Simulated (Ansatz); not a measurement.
Species: C$_{2}$H$_{6}$BCl, charge 0, multiplicity 1. 
Structure (B3LYP-D3(BJ)/def2-TZVP (Ansatz, an electronic-structure program) minimum search):
```xyz
10

C      1.4255    -0.9875    -0.4063
B      0.0192    -0.3520    -0.1827
C     -1.3160    -1.0184    -0.6351
Cl    -0.0670     1.2264     0.6367
H      1.3875    -2.0783    -0.4510
H      2.1747    -0.6750     0.3208
H      1.7812    -0.6533    -1.3905
H     -1.6549    -1.6609     0.1891
H     -2.1209    -0.3108    -0.8325
H     -1.1825    -1.6752    -1.4977
```

Computed values are from Ansatz. Cores are frozen in the correlated levels unless marked. Open shells are spin-unrestricted. No spin-orbit coupling. No relativistic terms. CBS marks a two-point X^-3 extrapolation of the correlation energy; Hartree-Fock from the larger set. [CCSD(T)-MP2]/basis is that difference in the basis named.

```json
{
 "atomisation energy De": "911.8 kcal/mol at CCSD(T)/CBS(aug-cc-pV(T+d)Z,aug-cc-pV(Q+d)Z)",
 "vertical ionisation energy (to the doublet)": "11.00 eV at RI-MP2/CBS(aug-cc-pV(T+d)Z,aug-cc-pV(Q+d)Z)+[CCSD(T)-MP2]/aug-cc-pV(T+d)Z",
 "vertical_triplet_singlet_gap": "5.98 eV at RI-MP2/CBS(aug-cc-pV(T+d)Z,aug-cc-pV(Q+d)Z)+[CCSD(T)-MP2]/aug-cc-pV(T+d)Z",
 "total_energy": "-564.3405 Eh at CCSD(T)/CBS(aug-cc-pV(T+d)Z,aug-cc-pV(Q+d)Z)",
 "dipole_moment": "1.59 D at CCSD(T)/aug-cc-pV(D+d)Z",
 "T1 diagnostic": "0.010 at CCSD/aug-cc-pV(Q+d)Z"
}
```
